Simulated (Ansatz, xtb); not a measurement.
## Ranking isomers of C4H6Br2

6 gas-phase structures of C4H6Br2, from a drawn sample of its isomers (lower ones may exist). Each was relaxed with GFN2-xTB; where two conformers were screened, the lower at r2SCAN-D4/def2-SVP is listed:

A. `Br[C@H]1C[C@H](Br)C1`, a singlet
B. `C/C(=C/Br)CBr`, a singlet
C. `C/C(Br)=C/CBr`, a singlet
D. `C=CC(C)(Br)Br`, a singlet
E. `BrC[C@@H]1C[C@@H]1Br`, a singlet
F. `C=C(CBr)CBr`, a singlet

Problem. Estimate their order in r2SCAN-D4/def2-SVP energy at these geometries, lowest first.

Solution. Calculated order at r2SCAN-D4/def2-SVP: C (0.0), B (1.2), F (3.0), A (4.7), D (5.9), E (8.3) kcal/mol.

Energies above the lowest of each column, in kcal/mol; the last columns are at PBE0-D3(BJ)/def2-SVP geometries (a dash: not run or not comparable):

```csv
structure,GFN2-xTB,HF/STO-3G,r2SCAN-D4/def2-SVP,PBE0-D3(BJ)/def2-SVP,CCSD(T)/def2-SVP + ΔMP2/def2-TZVPP
C,6.4,16.3,0.0,0.0,0.0
B,6.2,15.9,1.2,0.9,0.8
F,9.7,21.5,3.0,2.3,0.8
A,0.0,0.0,4.7,1.1,5.0
D,14.9,28.2,5.9,6.6,–
E,8.4,17.3,8.3,6.2,10.7
```

CCSD(T)/def2-SVP + ΔMP2/def2-TZVPP puts C lowest of those it was run on, with B and F within 1 kcal/mol; GFN2-xTB picks A, HF/STO-3G picks A. CCSD(T)/def2-SVP + ΔMP2/def2-TZVPP orders those it was run on as C (0.0), F (0.8), B (0.8), A (5.0), E (10.7) kcal/mol. Less than 1 kcal/mol parts C and F; F and B, so the order within those pairs means little. Flexible structures stand in one conformer each, not always the lowest. Frequencies (GFN2-xTB) were run for A, B, C, E, F alone. ΔMP2 is the change of the MP2 energy from the smaller to the larger basis.

Over these structures GFN2-xTB departs from r2SCAN-D4/def2-SVP by 4.0 kcal/mol on average once a common shift is removed. A GFN2-xTB relaxation took about 0.062 s and the r2SCAN-D4/def2-SVP energy about 2.1 s on a shared host (Ansatz 0.2.0, xtb 6.7.1).
